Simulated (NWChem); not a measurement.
System meant: C2H3ClO2Si; SMILES C#C[Si](O)(O)Cl

The following NWChem deck was run.

```
start job
memory heap 200 mb stack 900 mb global 1100 mb
geometry units angstroms noautoz
  C      0.972688     2.742423     0.001991
  C      0.397595     1.671204    -0.004408
  Si    -0.453497     0.065899     0.031661
  O     -1.398296    -0.137616     1.363871
  O     -1.405156    -0.025611    -1.296676
  Cl     0.993196    -1.409072     0.031553
  H      1.480563     3.691118     0.001022
  H     -0.963624    -0.309410     2.204294
  H     -2.004809    -0.776470    -1.349986
end
basis spherical
  C library def2-svp
  Si library def2-svp
  O library def2-svp
  Cl library def2-svp
  H library def2-svp
end
dft
  xc pbe0
  iterations 4
  mulliken
end
task dft energy
```

End of the output:

```
    Atom       Charge   Shell Charges
 -----------   ------   -------------------------------------------------------
    1 C    6     5.99   1.97  0.64  0.36  1.77  1.21  0.05
    2 C    6     6.22   1.97  0.67  0.37  1.85  1.32  0.04
    3 Si  14    13.57   2.00  1.92  0.58  0.26  5.81  1.21  0.92  0.86
    4 O    8     8.20   1.97  0.87  0.59  2.72  2.03  0.01
    5 O    8     8.19   1.97  0.87  0.59  2.71  2.02  0.01
    6 Cl  17    17.07   2.00  1.96  1.05  0.80  5.82  2.26  3.16  0.02
    7 H    1     0.95   0.60  0.27  0.08
    8 H    1     0.90   0.55  0.17  0.19
    9 H    1     0.90   0.55  0.17  0.19

 center of mass
 --------------
 x =   0.03657836 y =  -0.05779509 z =  -0.01315923

 moments of inertia (a.u.)
 ------------------
         968.332818889518           0.000000000000           0.000000000000
           0.000000000000         665.049844155589           0.000000000000
           0.000000000000           0.000000000000        1181.870947884268

     Multipole analysis of the density
     ---------------------------------

     L   x y z        total         alpha         beta         nuclear
     -   - - -        -----         -----         ----         -------
     0   0 0 0     -0.000000    -31.000000    -31.000000     62.000000

     1   1 0 0     -0.038256     -0.019128     -0.019128      0.000000
     1   0 1 0      0.098791      0.049395      0.049395      0.000000
     1   0 0 1      0.519028      0.259514      0.259514      0.000000

     2   2 0 0    -35.099987   -132.257516   -132.257516    229.415045
     2   1 1 0      5.321493     -5.296718     -5.296718     15.914928
     2   1 0 1      1.395159     -0.127118     -0.127118      1.649395
     2   0 2 0    -30.223769   -211.588303   -211.588303    392.952836
     2   0 1 1      0.895793      0.138250      0.138250      0.619293
     2   0 0 2    -33.195457    -78.928981    -78.928981    124.662506

 ------------------------------------------------------------------------
 dft energy failed                                                                                  0
 ------------------------------------------------------------------------
 ------------------------------------------------------------------------
  current input line :
    26: task dft energy
 ------------------------------------------------------------------------
 ------------------------------------------------------------------------
 This type of error is most commonly associated with calculations not reaching convergence criteria
 ------------------------------------------------------------------------
 For more information see the NWChem manual at https://nwchemgit.github.io

0:dft energy failed:Received an Error in Communication
```

**Question.** What is wrong, and how is it mended?

**Answer.** Convergence was not reached. Cause: the SCF was allowed too few iterations. This input runs:
```
start job
memory heap 200 mb stack 900 mb global 1100 mb
geometry units angstroms noautoz
  C      0.972688     2.742423     0.001991
  C      0.397595     1.671204    -0.004408
  Si    -0.453497     0.065899     0.031661
  O     -1.398296    -0.137616     1.363871
  O     -1.405156    -0.025611    -1.296676
  Cl     0.993196    -1.409072     0.031553
  H      1.480563     3.691118     0.001022
  H     -0.963624    -0.309410     2.204294
  H     -2.004809    -0.776470    -1.349986
end
basis spherical
  * library def2-svp
end
dft
  xc pbe0
  iterations 150
  mulliken
end
task dft energy
```
It converges to -977.30885 Ha (PBE0/def2-SVP).
